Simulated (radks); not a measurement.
Excited configurations of W3+: one electron is placed in a higher orbital outside [Xe] 4f14 5d2. The ground configuration is [Xe] 4f14 5d3. Calculated with a radial shooting solver on a logarithmic mesh with Libxc functionals: non-relativistic Kohn-Sham, SCAN, spin-polarised, spherical densities, point nucleus; open shells are filled with parallel spins first (spin-orbit coupling, left out, can overturn this in heavy ions); meta-GGA in the generalised Kohn-Sham scheme; relativity is left out, which matters for an element this heavy. Excitation = E - E(ground); binding = E(ion) - E, where the ion is the core of charge +4; n* = 4/sqrt(2 binding) in atomic units, and the quantum defect is n - n*.

| outer orbital | excitation (eV) | binding (eV) | n* | eigenvalue (eV) | <r> (bohr) |
|---|---|---|---|---|---|
| 5f | 24.396 | 14.722 | 3.845 | -12.231 | 3.881 |
| 6s | 7.080 | 32.039 | 2.607 | -28.710 | 2.679 |
| 6p | 13.512 | 25.607 | 2.916 | -22.722 | 3.109 |
| 6f | 29.503 | 9.616 | 4.758 | -8.325 | 7.022 |
| 7d | 28.759 | 10.360 | 4.584 | -9.206 | 7.321 |

The Delta-SCF ionisation energy is 39.119 eV (NIST Atomic Spectra Database: 38.2 eV, semi-empirical). Self-interaction in the functional shifts the binding energies and quantum defects, so they are the method's values and not measured ones. Relativity is left out here, which matters for elements this heavy. Open shells are spherical and high-spin; term and fine-structure splittings are not resolved.
